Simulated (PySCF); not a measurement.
A species of formula C5H5BN2 has this rotational fingerprint, computed with PySCF 2.14.0, PBE0-D3(BJ)/def2-SVP geometry optimisation, gas phase:

| Quantity | Value |
| --- | --- |
| Rotational constants | A = 5353, B = 1551, C = 1203 MHz |
| Dipole components | \|μa\| = 4.40 D, \|μb\| = 1.83 D, \|μc\| = 0.00 D |
| Inertial defect | 0.00 u·Å² |
| κ | -0.83 |

**Question.** Which structure is it? (One computed conformer of each.)
A. `CC#[N+][BH2-]C#CC#N`
B. `[C-]#[N+]B1C=CC=CN1`

**Answer.** B. It is [C-]#[N+]B1C=CC=CN1, an asymmetric top, point group Cs. The candidates at the same level (rigid rotor, commonest isotopes):

```
             SMILES  A (MHz)  B (MHz)  C (MHz)  μa (D)  μb (D)  μc (D)  Δ (u·Å²)  point group                        rotor
CC#[N+][BH2-]C#CC#N     5092    704.6    624.6   10.73    2.90    0.00     -7.35           Cs  near-prolate asymmetric top
[C-]#[N+]B1C=CC=CN1     5353     1551     1203    4.40    1.83    0.00      0.00           Cs               asymmetric top
```

`CC#[N+][BH2-]C#CC#N` has B 55 % too low. In the right answer the mirror of this Cs structure is the ab plane, so μc vanishes by symmetry. No structure here is proved a minimum.
